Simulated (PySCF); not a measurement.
# Bonding in `CO[C@H]1[SiH2]CS1`

Species: C3H8OSSi.
SMILES with atom numbers: `[CH3:1][O:2][C@H:3]1[SiH2:4][CH2:5][S:6]1` (hydrogens: H7, H8, H9 on C1; H10 on C3; H11, H12 on Si4; H13, H14 on C5)

Geometry (GFN2-xTB, Å), atoms numbered from 1 in this order:
```
atom  x, y, z in Å
C1    -2.3016   -0.4278    0.7181
O2    -1.2019    0.4401    0.5710
C3    -0.2335   -0.0109   -0.3137
Si4    1.3001    1.1432   -0.2177
C5     2.0675   -0.2826    0.8002
S6     0.7326   -1.4609    0.3367
H7    -2.8301   -0.5498   -0.2350
H8    -1.9700   -1.4122    1.0675
H9    -2.9636    0.0227    1.4544
H10   -0.6702   -0.2972   -1.2766
H11    1.0169    2.3728    0.5083
H12    1.9466    1.2914   -1.5196
H13    3.0298   -0.6760    0.4842
H14    2.0768   -0.1534    1.8800
```

Bond orders from the PBE0/pcSseg-1 density (PySCF). The structure is a single GFN2-xTB conformer in the gas phase; no vibrational or solvent corrections.

Where do the orders between heavy atoms depart from those drawn in the SMILES?

The largest departure is 0.182, at C3–Si4 (drawn single, 0.818). Drawn single, order below 0.88: C3–Si4 (0.818).

Set the Mayer orders of the bonds beside their lengths.

| bond | drawn as | length (Å) | Mayer order |
| --- | --- | --- | --- |
| C1–O2 | single | 1.409 | 0.917 |
| O2–C3 | single | 1.387 | 0.916 |
| C3–Si4 | single | 1.922 | 0.818 |
| Si4–C5 | single | 1.913 | 0.886 |
| C5–S6 | single | 1.840 | 0.977 |
| S6–C3 | single | 1.860 | 1.015 |
| C1–H7 | single | 1.097 | 0.959 |
| C1–H8 | single | 1.096 | 0.952 |
| C1–H9 | single | 1.088 | 0.974 |
| C3–H10 | single | 1.095 | 0.920 |
| Si4–H11 | single | 1.456 | 0.946 |
| Si4–H12 | single | 1.461 | 0.943 |
| C5–H13 | single | 1.087 | 0.944 |
| C5–H14 | single | 1.088 | 0.933 |

By pair of heavy elements: C–O: all 2 within 0.02 of one another (0.916 to 0.917). C–Si: lowest C3–Si4 (0.818, 1.922 Å), highest Si4–C5 (0.886, 1.913 Å). C–S: lowest C5–S6 (0.977, 1.840 Å), highest S6–C3 (1.015, 1.860 Å); in 1 of the 1 pairs the longer bond (by over 0.003 Å) has the higher order (by 0.02 or more).

Sum the orders of all bonds at each heavy atom with more than one neighbour and set the sums beside the valence in the SMILES.

C1 3.802 (drawn 4), O2 1.833 (drawn 2), C3 3.669 (drawn 4), Si4 3.593 (drawn 4), C5 3.740 (drawn 4), S6 1.992 (drawn 2). Orders between atoms that aren't bonded are not in these sums.

The Mayer order sums products of elements of PS (density times overlap matrix) between the two atoms' basis functions, so it depends on the basis set.
